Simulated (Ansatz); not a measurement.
Reaction (substitution at a C–Ga bond): `[CH3][Ga]([Br])[Br]` + `CNB(F)S` → `CN(C)B(F)S` + `[Br][GaH][Br]`

Program: Ansatz. Geometries: PBE0-D4/def2-TZVP. ΔE: electronic, gas phase. CBS: MP2 limit from def2 TZ/QZ plus the TZ coupled-cluster correction, frozen cores. Functionals use def2-TZVPP. For Br, Ga outer-core shells are correlated without core-valence functions, which leaves a few kJ/mol of doubt a bond. Scalar relativity is left out up to krypton. One conformer a species, not always the lowest.

| level | ΔE (kJ/mol) |
| --- | --- |
| PBE-D4 | 65.4 |
| PBE0-D4 | 66.2 |
| ωB97X-V | 63.5 |
| B2PLYP | 69.5 |
| CCSD(T)/def2-TZVPP | 67.2 |
| HF/def2-QZVPP | 66.1 |
| MP2/CBS(def2) | 74.7 |
| CCSD/CBS(def2) | 71.4 |

What does CCSD(T)/CBS give? (An estimate is asked.)

The calculation gave: +70.6 kJ/mol. The listed levels differ from it by -5.2, -4.4, -7.1, -1.1, -3.4, -4.5, 4.1, 0.8 kJ/mol.

Largest T1 diagnostic among the species: 0.012.

The D4 term adds −3.8 kJ/mol with B3LYP and −2.0 kJ/mol with PBE0; it sums over pairs of atoms, weighted by their polarisabilities, and B3LYP, whose exchange is more repulsive, gets the larger term.

B3LYP here is the variant with VWN-RPA as its local correlation; programs differ in this.
